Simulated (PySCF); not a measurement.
Computed with B3LYP-D3(BJ)/def2-TZVP // r2SCAN-D4/def2-SVP run with PySCF 2.14.0. Isolated molecules, 0 K electronic values unless said otherwise. One relaxed conformer stands for a flexible species; it need not be the lowest. B3LYP has the VWN-RPA correlation part, as in Gaussian. 

Reference species: [Ti(OH)4] (neutral, multiplicity 1).

| Property | Result |
|---|---|
| coordination number | 4 |
| HOMO–LUMO gap | 7.28 eV |

Changed species: [Ti(OH)3(H)] (1 of 4 OH replaced by H; the reference has 0 of 4 OH replaced by H).

Task: Predict the effect on the coordination number and HOMO–LUMO gap.

Result: the coordination number is nearly the same; the HOMO–LUMO gap falls by 0.94 eV, to 6.34 eV.
